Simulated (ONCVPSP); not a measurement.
## tungsten (W): one change to an ONCV potential, before and after

W (Z = 74), optimised norm-conserving Vanderbilt (ONCV), made with ONCVPSP 4.0.1 (revPBE, scalar-relativistic). Core [Kr] 4d10 4f14, reference 5s2 5p6 5d4.5 6s1.5. Waves: 5s+6s: rc 1.85 bohr, ncon 5, nbas 10, qcut 5.7 1/bohr, 2 projectors; 5p: rc 1.65 bohr, ncon 3, nbas 6, qcut 9.5 1/bohr, 2 projectors, debl 2 Ha; 5d: rc 2.05 bohr, ncon 3, nbas 7, qcut 8.2 1/bohr, 2 projectors, debl 3.3 Ha; f scattering state at 0.38 Ha: rc 2.25 bohr, ncon 4, nbas 7, qcut 4.4 1/bohr, 2 projectors, debl 1.5 Ha. Local part: polynomial inside 1.50 bohr (lpopt 3, dvloc0 0 Ha). Core correction: Teter function, fcfact 3.25, rcfact 1.05.

All-electron outer shells of the reference configuration (revPBE, scalar-relativistic, ld1.x):

```
shell  level (eV)  outermost node (bohr)  outermost maximum (bohr)
   5s      -78.00                   0.53                      0.96
   5p      -42.21                   0.57                      1.09
   4f      -32.12                      –                      0.43
   6s       -5.35                   1.28                      2.67
   5d       -3.81                   0.63                      1.50
```

Change: functional PBE.

Cutoffs: the cutoffs (Ha) at which the residual kinetic energy of the hardest occupied pseudo-wave falls to 1 and 0.1 mHa per electron; they do not see the model core or the augmentation charge, which bear on the density cutoff. Errors are all-electron minus pseudo energies relative to the spin-unpolarised reference configuration.

Q: How do hardness, ghosts and transferability respond?

A: The potential gets neither clearly harder nor softer (28 Ha and 36 Ha → 28 Ha and 36 Ha); of the 4 tests that both files solve, the error grows in 0 and shrinks in 2 by more than 15 % and 0.3 meV (median size 1.8 → 1.4 meV); neither file shows a bound ghost.

| quantity | base | changed |
| --- | --- | --- |
| cutoff, loose | 28 Ha | 28 Ha |
| cutoff, tight | 36 Ha | 36 Ha |
| loose cutoff by channel | s 14 Ha, p 28 Ha, d 15 Ha | s 14 Ha, p 28 Ha, d 15 Ha |
| bound ghosts | none | none |
| GHOST(+) flags under 300 eV | none | none |
| error for 5s2 5p6 5d4 6s2, meV [ΔE -0.69 eV] | +0.8 | +0.9 |
| error for 5s2 5p6 5d4 6s1, meV [ΔE 8.12 → 8.19 eV] | -1.0 | -0.7 |
| error for 5s2 5p6 5d4 6s0, meV [ΔE 23.66 → 23.87 eV] | -2.7 | -1.9 |
| error for 5s2 5p5 5d4 6s2, meV [ΔE 48.21 → 48.25 eV] | -111 | -109 |
| s: phases at 1.87 bohr within 0.05 rad from the reference energy up to (Ha; the scan ends near 5) | to the end of the scan | to the end of the scan |
| p: phases at 1.67 bohr within 0.05 rad from the reference energy up to (Ha; the scan ends near 5) | to the end of the scan | to the end of the scan |
| d: phases at 2.09 bohr within 0.05 rad from the reference energy up to (Ha; the scan ends near 5) | to the end of the scan | to the end of the scan |
| f: phases at 2.28 bohr within 0.05 rad from the reference energy up to (Ha; the scan ends near 5) | 3.7 | 3.7 |
| rms error of d²Exc/dni dnj with the model core, mHa | 2.85 | 3.09 |
